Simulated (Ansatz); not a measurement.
A run for Ansatz (a program for electronic structure): R-PBE0/def2-TZVPP on C2H7Al (SMILES [CH3][AlH][CH3]), a point of a torsion scan.

Ansatz 0.2 input:
```yaml
crystal:
  periodic: [false, false, false]
  atoms:
    - {symbol: C, position_ang: [1.70621163, 0.36928201, -0.25898809]}
    - {symbol: Al, position_ang: [0.21322011, -0.29603602, 0.87566389]}
    - {symbol: C, position_ang: [0.28700554, -1.59242714, 2.38342019]}
    - {symbol: H, position_ang: [1.99467584, -0.33165897, -1.05097505]}
    - {symbol: H, position_ang: [1.42754727, 1.30219318, -0.76486504]}
    - {symbol: H, position_ang: [2.62137357, 0.57839223, 0.30775865]}
    - {symbol: H, position_ang: [-1.19259319, 0.27531993, 0.54377526]}
    - {symbol: H, position_ang: [0.83276480, -1.21254761, 3.25512924]}
    - {symbol: H, position_ang: [-0.72271874, -1.84075053, 2.73385100]}
    - {symbol: H, position_ang: [0.76854302, -2.54097620, 2.11783356]}
basis:
  gaussian:
    orbitals: def2-TZVPP
hamiltonian:
  xc: {name: PBE0}
scf: {lower_state_search: off}
```

Program output:

```
Functional definition: PBE0
[...]
these checks for a lower state are left out or cut short: stability, starts, cluster_reference, orbital_swaps, neighbouring_geometries, increment
integrals: 0.09 GiB planned
1073 factors; their error is unknown
mean field: 0.88 GiB planned
mean field evaluation 1: about -8769.2191 eV, gradient 7.0e1 eV
mean field evaluation 2: about -8765.0730 eV, gradient 7.4e1 eV
mean field evaluation 4: about -8780.2891 eV, gradient 9.8e-1 eV
mean field evaluation 8: about -8780.2944 eV, gradient 3.5e-1 eV
mean field evaluation 16: about -8780.2945 eV, gradient 2.9e-6 eV
mean field -8780.29454768 eV, -322.6698731298 hartree, gradient 2.9e-6 eV, S^2 0.000000; 0 other end points of the search recorded, 0 dependent functions left out
reference -8780.29458235 eV, -322.6698744040 hartree; 16, 16 occupied and 186, 186 virtual orbitals, 1073 factors
Total energy: -8780.29458235 eV, -322.6698744040 hartree
Checks for a lower state left out: stability, starts, cluster_reference, orbital_swaps, neighbouring_geometries, increment
```

The run converged.

Cost: very roughly 2.6 core-seconds.
